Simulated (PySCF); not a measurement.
Zn(I)(Et) (C₂H₅IZn), SMILES C[CH2][Zn][I].

Coordinates come from a PBE0-D3(BJ)/def2-SVP optimisation. The structure was generated by enumeration; whether it is a known compound was not checked. The def2 effective core potentials stand for the cores of I; spin–orbit coupling is left out. The values are those of a single conformer.

The numbers are results of PBE/def2-TZVP (PySCF), not measurements.

Symmetry labels are those of the subgroup Cs that the program uses (full group Cs).

Task: List the valence orbital energies around the gap with their symmetry. (The exact figures need the calculation; the answer reports its results.)

Result: 
```csv
orbital,symmetry,energy (eV)
HOMO−7,A",-10.73
HOMO−6,A',-10.22
HOMO−5,A',-9.21
HOMO−4,A",-8.43
HOMO−3,A',-8.28
HOMO−2,A',-6.57
HOMO−1,A',-6.36
HOMO,A",-6.35
LUMO,A',-1.52
LUMO+1,A',-1.16
LUMO+2,A",-1.07
LUMO+3,A',0.60
```
